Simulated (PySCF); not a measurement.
B(F)(Br)(Et) (C2H5BBrF), SMILES CCB(F)Br.

Geometry: PBE-D3(BJ)/def2-SVP. The structure was generated by enumeration, and PubChem lists no compound with its InChIKey, so it may never have been made. Other conformers were not sampled.

All values below come from PBE/def2-TZVP run with PySCF.

Computed frontier levels, gap, dipole moment and polarisability:
```
Property                                                                                                       Result
---------------------------------------------------------------------------------------------  ----------------------
highest occupied level                                                                                       -7.13 eV
lowest empty level                                                                                           -1.70 eV
orbital gap                                                                                                   5.43 eV
dipole moment                                                                                                  1.68 D
quadrupole, principal values (traceless, Buckingham form, about the centre of nuclear charge)   -3.30, 1.52, 1.78 D·Å
mean static polarisability                                                                       60.2 bohr³ (8.92 Å³)
polarisability, principal values                                                               48.0, 54.1, 78.5 bohr³
```
